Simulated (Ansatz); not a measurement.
```xyz
2

S     0.0000    0.0000   -0.6516
O     0.0000    0.0000    0.6516
```

Basis set: cc-pVTZ on O; cc-pV(T+d)Z on S (spherical functions). Left uncorrelated: 6 orbitals. Correlation on ROHF uses semicanonical orbitals with singles. Charge 0, multiplicity 3.

Computed with Ansatz (development build ahead of 0.2.0); the reference of a correlated method needn't be the lowest determinant of its kind.

(1) Give the atomization energy at this shape (free ground-state atoms in the same class of orbitals less the molecule, no zero-point energy) of triplet SO by ROHF-CCSD(T), UHF-BCCD(T).

Answers

(1)

| method | atomization energy |
| --- | --- |
| ROHF-CCSD(T) | 85.18 kcal/mol |
| UHF-BCCD(T) | 85.08 kcal/mol |

Caution: the reference determinant was not shown to be the lowest; the shape is not the minimum.
